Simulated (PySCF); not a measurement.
C5H8BNS.
Geometry (GFN2-xTB, Å), atoms numbered from 1 in this order:
```
atom  x, y, z in Å
C1    -2.9237    0.4532    0.1039
C2    -1.5217   -0.0372    0.1868
C3    -1.0764   -1.3212    0.2727
C4     0.3293   -1.4181    0.3008
C5     0.9875   -0.2197    0.2379
B6     2.5105    0.0465    0.2434
N7     2.9908    1.3433    0.2019
S8    -0.1922    1.0697    0.1406
H9    -3.0568    1.3500    0.7065
H10   -3.6104   -0.3154    0.4523
H11   -3.1805    0.7022   -0.9273
H12   -1.7354   -2.1717    0.3156
H13    0.8519   -2.3567    0.3673
H14    3.2649   -0.8498    0.2825
H15    2.3880    2.1494    0.1669
H16    3.9667    1.5843    0.2043
```

PySCF closed-shell single points with density fitting, gas phase. The input was altered on purpose; the results of an altered input aren't properties of the species above.

Question: What comes out at B3LYP/ANO-RCC-VDZP with: at most 57 cycles, all coordinates scaled by 0.97?

Answer: E = -673.0084 Eh; HOMO -6.08 eV, LUMO -0.60 eV (gap 5.48 eV), in 11 cycles. The distance C1···C2 goes from 1.488 to 1.443 Å, the nuclear repulsion from 404.20 to 416.70 Eh (it goes as one over the scale factor).

Coordinates of the altered input:
```
atom  x, y, z in Å
C1    -2.8360    0.4396    0.1008
C2    -1.4761   -0.0361    0.1812
C3    -1.0441   -1.2815    0.2645
C4     0.3194   -1.3755    0.2917
C5     0.9579   -0.2131    0.2307
B6     2.4352    0.0451    0.2361
N7     2.9011    1.3030    0.1958
S8    -0.1865    1.0376    0.1364
H9    -2.9651    1.3095    0.6853
H10   -3.5021   -0.3059    0.4387
H11   -3.0851    0.6811   -0.8994
H12   -1.6834   -2.1065    0.3062
H13    0.8263   -2.2860    0.3563
H14    3.1669   -0.8243    0.2740
H15    2.3164    2.0849    0.1619
H16    3.8477    1.5368    0.1982
```

Question: What comes out at B3LYP/pcSseg-1 with: at most 86 cycles, all coordinates scaled by 0.8?

Answer: E = -671.7917 Eh; HOMO -6.54 eV, LUMO 0.88 eV (gap 7.42 eV), in 11 cycles. The distance C1···C2 goes from 1.488 to 1.190 Å, the nuclear repulsion from 404.20 to 505.25 Eh (it goes as one over the scale factor).

The SCF part of the output:
```
final grid: 132968 points
cycle   1  E = -671.3296184876  dE =  7.524e+00  |g| = 1.454e+00  |ddm| = 5.709e+00
cycle   2  E = -671.0007979711  dE =  3.288e-01  |g| = 1.861e+00  |ddm| = 4.767e+00
cycle   3  E = -671.7785612444  dE = -7.778e-01  |g| = 2.388e-01  |ddm| = 3.938e+00
cycle   4  E = -671.7890965968  dE = -1.054e-02  |g| = 1.113e-01  |ddm| = 5.673e-01
cycle   5  E = -671.7916469460  dE = -2.550e-03  |g| = 2.257e-02  |ddm| = 1.626e-01
cycle   6  E = -671.7917446261  dE = -9.768e-05  |g| = 3.973e-03  |ddm| = 3.041e-02
cycle   7  E = -671.7917479301  dE = -3.304e-06  |g| = 1.177e-03  |ddm| = 9.414e-03
cycle   8  E = -671.7917482255  dE = -2.954e-07  |g| = 4.403e-04  |ddm| = 2.459e-03
cycle   9  E = -671.7917482650  dE = -3.954e-08  |g| = 1.323e-04  |ddm| = 7.000e-04
cycle  10  E = -671.7917482688  dE = -3.822e-09  |g| = 3.044e-05  |ddm| = 2.363e-04
cycle  11  E = -671.7917482690  dE = -1.767e-10  |g| = 1.241e-05  |ddm| = 5.186e-05
converged SCF energy = -671.7917482690
```
